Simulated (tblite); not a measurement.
Compound: C₂H₆BI₃Te.
SMILES: `C[Te+](C)[B-](I)(I)I`

Level: GFN2-xTB in tblite, geometry and Hessian alike; calculated harmonic values, unscaled, isolated species. The method is semi-empirical: single wavenumbers can be off by several per cent or more.

Harmonic wavenumbers (cm⁻¹): 31.4, 47.1, 62.8, 88.8, 90.7, 102.8, 104.7, 121.4, 147.2, 150.1, 173.3, 175.1, 488.5, 511.8, 544.9, 550.1, 567.0, 762.5, 804.2, 814.7, 830.1, 1275.8, 1287.7, 1421.1, 1428.6, 1435.6, 1441.3, 2981.1, 2992.2, 3018.5, 3021.1, 3032.4, 3036.9.

A = 269.2, B = 266.3, C = 260.0 MHz; mass 551.676 u (most abundant isotopes); point group Cs, symmetry number 1.

Q: Zero-point energy?

A: ½Σν̃ = 16771 cm⁻¹ = 47.95 kcal/mol.

Q: Entropy at 350 K, 1 bar (ideal gas, RRHO, classical rotation)?

A: Translation 45.63, rotation 34.59, vibration 51.64: S = 131.9 cal/(mol K).

Q: And Cp and H(350 K) − H(0)?

A: Cp = 42.90 cal/(mol K), of which vibrations give 34.95 (their classical limit is 33 R = 65.6); H(350 K) − H(0) = 10.84 kcal/mol without the zero-point energy, 8.05 from vibrations.

Q: Blend soft modes into free rotors: weight 1/[1 + (100 cm⁻¹/ν̃)⁴] for the oscillator and the rest for a rotor with moment μB/(μ + B), μ = h/(8π²ν), B = 10⁻⁴⁴ kg m². What vibrational entropy results?

A: 45.25 cal/(mol K) in place of 51.64, which changes −T·S at 350 K by +2.24 kcal/mol.

Q: Which modes carry the vibrational entropy at 350 K?

A: 31.4 cm⁻¹: 6.06; 47.1 cm⁻¹: 5.25; 62.8 cm⁻¹: 4.68; 88.8 cm⁻¹: 4.00; 90.7 cm⁻¹: 3.96; 102.8 cm⁻¹: 3.71 cal/(mol K); the other 27 give 23.98 together.

Q: How do the functions run with temperature in this model?

A: 
| T (K) | S (cal/(mol K)) | Cp (cal/(mol K)) | H − H(0) (kcal/mol) | G − H(0) (kcal/mol) | ln q(vib) |
| --- | --- | --- | --- | --- | --- |
| 50 | 72.3 | 19.9 | 0.64 | -2.97 | 1.33 |
| 100 | 88.9 | 27.5 | 1.86 | -7.03 | 4.01 |
| 298.15 | 125.2 | 40.4 | 8.68 | -28.65 | 12.63 |
| 373.15 | 134.6 | 43.9 | 11.84 | -38.40 | 15.16 |
| 500 | 148.2 | 48.8 | 17.74 | -56.37 | 18.94 |
| 750 | 169.4 | 55.4 | 30.83 | -96.19 | 25.12 |
| 1000 | 186.0 | 60.0 | 45.29 | -140.67 | 30.22 |

q(vib) and H(0) count from the zero-point level.

Hindered rotation and anharmonicity are outside this model.

Conformer computed: `[CH3:1][Te+:2]([CH3:3])[B-:4]([I:5])([I:6])[I:7]`: C1–Te2–B4–I5 169°.
